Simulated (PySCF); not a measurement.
Harmonic spectrum computed at PBE0 in the def2-SVP basis family (core potentials from Rb on, PySCF, no spin–orbit coupling):

| ω (cm⁻¹) | IR (km/mol, summed over degenerate members) | degeneracy |
| --- | --- | --- |
| 60 | 17.4 | 2 |
| 216 | 0.0 | 1 |
| 410 | 108 | 1 |

Question: Which molecule gave it? In each, all ligands are bound to the one heavy central atom.
A. CoBr₂ (quartet)
B. SiBr₂ (singlet)
C. PdBr₂ (triplet)
D. MoBr₂ (quintet)
E. RhBr₂ (quartet)

Answer: A. It has D∞h symmetry with Co–Br 2.239 Å (×2).
